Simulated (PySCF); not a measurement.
Field gradients at the hydrogen positions

Compound: C₆H₇O₂P.
Structure used (GFN2-xTB), in Å, numbered top down from 1:
```xyz
16
C6H7O2P angstrom
C     -2.4605    0.8310   -0.3213
C     -1.3794   -0.1631    0.0167
O     -1.6194   -1.2989    0.3680
C     -0.0113    0.3444   -0.1101
P      0.4495    1.9912   -0.6187
C      2.0702    1.5055   -0.4253
O      2.2614    0.2382   -0.0207
C      1.1131   -0.4080    0.1550
C      1.1850   -1.8209    0.6025
H     -2.3775    1.6976    0.3323
H     -3.4374    0.3705   -0.2000
H     -2.3373    1.1699   -1.3484
H      2.9694    2.0748   -0.5830
H      0.6957   -2.4662   -0.1250
H      0.6475   -1.9410    1.5415
H      2.2237   -2.1161    0.7251
```

Level: PBE0/pcSseg-1 (PySCF, non-relativistic); Q(2H) = 0.00286 b; rigid geometry, the same for H and D, with no vibrational averaging.

Problem. What are Vzz, η and χzz (234.96 MHz × Q × Vzz) at all hydrogens?

Solution. 
```csv
atom,bonded to,bond length (Å),Vzz (au),η,χzz (kHz)
H10,C1,1.089,0.3108,0.03,209
H11,C1,1.087,0.3134,0.01,211
H12,C1,1.089,0.3108,0.03,209
H13,C6,1.076,0.3335,0.11,224
H14,C9,1.089,0.3090,0.05,208
H15,C9,1.089,0.3090,0.05,208
H16,C9,1.087,0.3122,0.04,210
```

Problem. Give the 2H NMR doublet splittings at H12 for a magnetic field along the z, y and x axes of the gradient: 3χ/2, 3χ(1 + η)/4, 3χ(1 − η)/4.

Solution. With |χ| = 208.8 kHz and η = 0.031: 313, 162 and 152 kHz, to first order and without motion.

Isolated species at its GFN2-xTB geometry (one conformer only). GFN2-xTB bond lengths can be off by several hundredths of an ångström, more for odd bonds, and the gradients follow them. With so small a basis the couplings can be 20 % off.

The run behind these numbers computed NMR shieldings as well. On one thread of an x86-64 server, no GPU, shared host, this took 48 s of wall time.
